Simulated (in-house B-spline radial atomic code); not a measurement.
**Binding energies in I²⁴⁺**

NIST's tabulated ground configuration is [Ar] 3d10 4s1; each binding energy is the energy of the ion with one electron taken from that subshell, relaxed, less that of the parent. Method: Dirac-Hartree-Fock, average of configuration, Fermi nucleus of rms radius 4.75 fm. Calculated with a B-spline radial code for spherical atoms. Energies include first-order Breit, QED and recoil terms.

```csv
subshell,X-ray name,binding energy (eV),-ε (eV),relaxation (eV)
2p1/2,L2,5631.5,5665.9,22.2
2p3/2,L3,5335.3,5364.8,21.0
3p1/2,M2,1661.9,1667.6,3.5
3p3/2,M3,1602.8,1607.5,3.2
3d3/2,M4,1364.1,1369.2,4.3
3d5/2,M5,1351.9,1356.6,4.2
4s,N1,799.4,800.3,0.2
```

Relaxation = -ε minus the binding energy without Breit, QED and recoil terms.

Emission lines follow as differences of binding energies, with λ = 12398.42 eV·Å / E:

```csv
line,holes,energy (eV),wavelength (Å)
L3-M5,2p3/2 → 3d5/2,3983.4,3.1125
L2-M4,2p1/2 → 3d3/2,4267.4,2.9054
```

(1) What does it cost to remove both a 3d5/2 and a 3d3/2 electron?

## Answers

(1) 2794.7 eV, which is 78.69 eV more than the two single binding energies together.
